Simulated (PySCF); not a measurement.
**Relaxation of quartet RuOBr**

Level of theory: UPBE0/[Ru def2-SVP with ECP28, O def2-SVP, Br def2-SVP], scalar-relativistic core potentials, density fitting, no spin–orbit coupling, PySCF. A (50,194) grid was used.

A hand-made bent start, of Cs symmetry, held to at least that symmetry:

Coordinates in bohr (charge 0 multiplicity 4):
```
Ru   -1.2684    0.0000   -1.1893
O    -3.9153    0.0000    0.6641
Br    2.4313    0.0000    1.4011
```

Optimiser trace:
```tsv
step	E − E(last) (kJ/mol)	largest gradient (Eh/bohr)
0	8.62	0.03053
1	2.44	0.01040
2	0.90	0.00314
3	0.06	0.00423
4	0.01	0.00105
5	0.00	0.00003
```

It ends at Cs with Ru–Br 2.373 Å, Ru–O 1.667 Å; Br–Ru–O 121.8°. A frequency run shows a minimum.

Open d and f shells are described by one determinant, and the ground state may have another occupation or spin.
